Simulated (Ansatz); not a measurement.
`[OH][Ga]([F])[F]` + H₂S → `[F][Ga]([F])[SH]` + H₂O at 700 K and 1 bar (ligand exchange at a Ga–O bond).

Calculated with Ansatz (gas phase, PBE0-D4/def2-TZVP geometries, no zero-point term in ΔE). CCSD(T)/CBS is the MP2 limit (def2-TZVPP, def2-QZVPP) plus CCSD(T) − MP2 in def2-TZVPP, frozen cores. This one scheme is used for every species. For Ga outer-core shells are correlated without core-valence functions, which leaves a few kJ/mol of doubt a bond. Scalar relativity is left out up to krypton. Each species was taken in one conformer, which may not be the lowest.

```tsv
species	CCSD(T)/CBS energy (Eh)	H − E (kJ/mol)	S (J/(mol·K))
`[OH][Ga]([F])[F]`	-2199.41346	98.2	386.2
H₂S	-398.97279	64.8	236.9
`[F][Ga]([F])[SH]`	-2522.02273	89.9	404.2
H₂O	-76.37941	80.5	218.4
```

H − E and S are ideal-gas, rigid-rotor, harmonic terms from PBE0-D4/def2-TZVP, for one conformer and one mirror image of each species. 1 Eh = 2625.50 kJ/mol, R = 8.31446 J/(mol·K).

Question: By hand: ΔE, ΔH, ΔS and ΔG.

Answer: ΔE = (-2522.02273) + (-76.37941) − (-2199.41346) − (-398.97279) = -0.01589 Eh = -41.7 kJ/mol. Δ(H − E) = 89.9 + 80.5 − 98.2 − 64.8 = 7.4, so ΔH = -34.3 kJ/mol. ΔS = 404.2 + 218.4 − 386.2 − 236.9 = -0.5 J/(mol·K). ΔG = -34.3 − 700 × (-0.5)/1000 = -33.9 kJ/mol.

Question: By hand: the equilibrium constant, and the temperature at which ΔG would vanish if ΔH and ΔS stayed fixed.

Answer: log₁₀ K = −ΔG/(RT ln 10) = 2.5. ΔG = 0 at ΔH/ΔS = 68600 K, far beyond where these terms or the molecules hold.

The number of gas molecules stays the same, so ΔS is small and ΔH decides. A doubt of 5 kJ/mol in ΔE shifts log₁₀ K by 0.4 here. Other conformers and mirror images would add mixing entropy, several J/(mol·K) or more a flexible species. These are equilibria of isolated gas molecules and say nothing of rates. Largest T1 diagnostic: 0.015 (customary marks: 0.02 for closed shells, 0.045 for open ones).
